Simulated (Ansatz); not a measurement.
`[SH][Zn][Cl]` + H₂S → `[SH][Zn][SH]` + HCl  (ligand exchange at a Zn–Cl bond)

Calculated with Ansatz (gas phase, PBE0-D4/def2-TZVP geometries, no zero-point term in ΔE). CBS: MP2 limit from def2 TZ/QZ plus the TZ coupled-cluster correction, frozen cores. This one scheme is used for every species. Functionals use def2-TZVPP. For Zn outer-core shells are correlated without core-valence functions, which leaves a few kJ/mol of doubt a bond. Scalar relativity is left out up to krypton. One conformer a species, not always the lowest.

`[SH][Zn][Cl]`:

```xyz
4

S     0.137    0.661    1.472
Zn   -0.281   -0.524   -0.276
Cl   -0.703   -1.696   -1.961
H     0.847    1.559    0.766
```

H₂S:

```xyz
3

S    -0.598   -0.062    0.151
H     0.378    0.772    0.541
H     0.219   -0.710   -0.692
```

`[SH][Zn][SH]`:

Cartesian coordinates in Å:
```
S 1.858 0.821 0.831
Zn -0.079 -0.010 0.352
S -2.025 -0.843 -0.085
H 1.767 1.756 -0.131
H -1.522 -1.724 -0.968
```

HCl:

Cartesian coordinates in Å:
```
Cl 0.134 0.554 -0.289
H -0.134 -0.554 0.289
```

```tsv
species	CAM-B3LYP-D4 energy (Eh)
`[SH][Zn][Cl]`	-2638.64826
H₂S	-399.41479
`[SH][Zn][SH]`	-2577.21590
HCl	-460.83237
```

Work out ΔE.

ΔE = (-2577.21590) + (-460.83237) − (-2638.64826) − (-399.41479) = 0.01478 Eh = +0.40 eV. CCSD(T)/CBS gives +0.39 eV.

Largest T1 diagnostic among the species: 0.014.

In def2-TZVPP, CCSD(T) changes the Hartree–Fock value by −0.18 eV (the triples alone add −0.03 eV) and MP2 by −0.20 eV. From PBE to PBE0 (25 % exact exchange), in def2-TZVPP and without D4, ΔE moves by +0.04 eV.
